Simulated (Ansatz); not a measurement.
SiAu2, relaxed as a singlet with RKS PBE-D4/def2-TZVP in Ansatz, starting from the GFN2-xTB geometry. Force threshold 0.02 eV/Å.

In the def2 sets Au takes a core potential; there is no spin–orbit coupling. The relaxation made no stability test and no search for a lower SCF solution. No other spin state of charge 0 was run. The structure comes from a short search, and lower isomers may exist.

Start:

```xyz
3

Au    0.716    1.743    0.223
Au    0.294   -0.732    0.848
Si   -1.010   -1.011   -1.071
```

**Question.** Estimate the energy that the relaxation releases and the steps that it takes.

**Answer.** 1.88 eV, in 8 steps; 5.5 s on 4 threads of Arm Neoverse V2 on a shared host. No frequencies were taken in this run, so the end may be a saddle point.

**Question.** Does the start keep its bonding and symmetry?

**Answer.** Bonds formed: Au1–Si3 (atoms count from 1). Metal–metal contacts that move far: Au1–Au2 2.59 to 3.31 Å. The end is the same structure that another start reached, the lowest one found. Point group Cs at the start, C2v at the end, both within 0.05 Å.

**Question.** Predict the relaxed structure.

**Answer.** 
Cartesian coordinates in Å:
```
Au 0.353 1.672 -0.314
Au 0.251 -1.328 1.092
Si -0.604 -0.344 -0.777
```
Bond lengths (bridged metal pairs left out): 2 × Au–Si 2.28 Å.
